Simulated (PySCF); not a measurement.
CH3Li, SMILES [Li][CH3].

The structure is a stationary point at B3LYP-D3(BJ)/def2-TZVPD. The isomer is the one that the SMILES or the coordinates give; other isomers of the formula were not compared.

These are PBE/def2-TZVPD (PySCF) values and carry that method's errors.

The molecule is in vacuum.

Computed frontier levels, gap, dipole moment and polarisability:
```json
{
 "highest_occupied_level": "-3.90 eV",
 "lowest_empty_level": "-1.58 eV",
 "orbital_gap": "2.32 eV",
 "dipole_moment": "5.40 D",
 "quadrupole, principal values (traceless, Buckingham form, about the centre of nuclear charge)": "-4.90, -4.90, 9.81 D·Å",
 "mean_static_polarisability": "43.3 bohr³ (6.42 Å³)",
 "polarisability_principal_values": "37.2, 37.2, 55.6 bohr³"
}
```
